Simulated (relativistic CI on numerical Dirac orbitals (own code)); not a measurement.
## Slater and spin-orbit integrals, W XLVIII

These numbers are calculated, not measured: Dirac-Coulomb-Breit CI, orbitals from a KLI potential per configuration, QED by a radiative potential, unscaled Slater integrals (own radial code, finite nucleus).

Slater integrals F^k, G^k are unscaled and averaged over j, outside the closed core [Ne]; ζ comes from projecting the Hamiltonian with its Breit term on Σ l·s of the shell.

- 3s²3p⁶3d⁹: ζ(3d) = 214640 cm⁻¹; <r>(3d) = 0.1751, <r^2>(3d) = 0.03563 (bohr units).
- 3s²3p⁵3d¹⁰: ζ(3p) = 1.6614e+06 cm⁻¹; <r>(3p) = 0.1942, <r^2>(3p) = 0.04374 (bohr units).
- 3s²3p⁶3d⁸4s: F^2(3d,3d) = 585230, F^4(3d,3d) = 377500, ζ(3d) = 217790, G^2(3d,4s) = 61242 cm⁻¹; <r>(3d) = 0.174, <r^2>(3d) = 0.03518, <r>(4s) = 0.383, <r^2>(4s) = 0.1651 (bohr units).

Task: Give the Racah parameters of the d shell in 3s²3p⁶3d⁸4s.

Result: B = F²/49 − 5F⁴/441 = 7664 cm⁻¹ and C = 35F⁴/441 = 29960 cm⁻¹.

Averages of the first 10 configurations, taken without configuration mixing, which lowers the lowest level and can move excited configurations by several eV; other configurations of the list can lie among them:

| Configuration | Parity | States | Average energy above the lowest level (eV) |
| --- | --- | --- | --- |
| 3s²3p⁶3d⁹ | even | 10 | 26.9 |
| 3s²3p⁵3d¹⁰ | odd | 6 | 553.9 |
| 3s3p⁶3d¹⁰ | even | 2 | 998.3 |
| 3s²3p⁶3d⁸4s | even | 90 | 1668.7 |
| 3s²3p⁶3d⁸4p | odd | 270 | 1835.7 |
| 3s²3p⁴3d¹⁰4s | even | 30 | 2712.4 |
| 3s²3p⁶3d⁸4d | even | 450 | 2030.4 |
| 3s²3p⁴3d¹⁰4p | odd | 90 | 2880.0 |
| 3s²3p⁵3d⁹4s | odd | 120 | 2186.5 |
| 3s²3p⁶3d⁸4f | odd | 630 | 2195.0 |
